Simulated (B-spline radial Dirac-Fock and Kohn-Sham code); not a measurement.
## Ionisation of each subshell: Sn⁺

System: tin as Sn⁺, configuration [Kr] 4d10 5s2 5p1, inside a Watson sphere of charge -1 and radius 2.4 Å (a model of the Madelung potential; inside it an electron's potential energy is raised by 6.0 eV); nuclear rms radius 4.6519 fm (A = 120).

Model: ΔSCF Dirac-Fock with Breit, self-energy and vacuum polarisation, finite nucleus, configuration average. Program: an atomic code on a B-spline grid. The model has no electron correlation. Energies are counted from the vacuum level.

All terms are in eV, carry their sign (relaxation lowers the binding energy) and add up to the binding energy; ⟨r⟩ is the mean radius of the orbital in the initial state.

```tsv
subshell	−ε (Koopmans)	relaxation	Breit	self-energy	vacuum polarisation	binding energy	⟨r⟩ (bohr)
K (1s)	29372.1	-65.67	-63.66	-37.20	4.91	29210.5	0.029
L1 (2s)	4527.9	-35.25	-5.86	-4.54	0.56	4482.8	0.125
L2 (2p1/2)	4216.8	-38.68	-9.94	0.33	-0.02	4168.5	0.106
L3 (2p3/2)	3985.1	-37.51	-6.54	-0.09	-0.03	?	0.111
M1 (3s)	915.5	-15.12	-0.81	-0.90	0.11	898.7	0.337
M2 (3p1/2)	787.9	-15.60	-1.48	0.07	-0.01	770.9	0.329
M3 (3p3/2)	744.3	-15.12	-0.85	-0.01	-0.01	728.3	0.340
M4 (3d3/2)	521.5	-16.57	-0.42	0.09	-0.01	504.6	0.311
M5 (3d5/2)	512.6	-16.37	-0.17	0.06	-0.01	496.2	0.315
N1 (4s)	162.3	-4.77	-0.11	-0.17	0.02	157.3	0.822
N2 (4p1/2)	117.8	-4.48	-0.21	0.02	0.00	113.1	0.871
N3 (4p3/2)	109.9	-4.24	-0.10	0.01	0.00	105.5	0.899
N4 (4d3/2)	38.44	-3.35	0.00	0.02	0.00	35.10	1.079
N5 (4d5/2)	37.30	-3.26	0.03	0.02	0.00	34.08	1.093
O1 (5s)	14.96	-0.44	-0.01	-0.02	0.00	14.50	2.383
O2,3 (5p)	7.92	-0.18	-0.01	0.00	0.00	7.73	3.041
```

Question: Which binding energy belongs in the row of L3 (2p3/2)?

Answer: 3940.9 eV, the sum of the terms in that row (to rounding).

For the deepest level, K (1s), the Breit terms make up -0.218 % of the binding energy, QED -0.111 % and orbital relaxation -0.225 %.

Spin-orbit splittings: 2p 227.5 eV, 3p 42.52 eV, 3d 8.43 eV, 4p 7.56 eV, 4d 1.02 eV.

Values without a named source are computed, but for edge energies of neutral atoms, which are taken from tables.
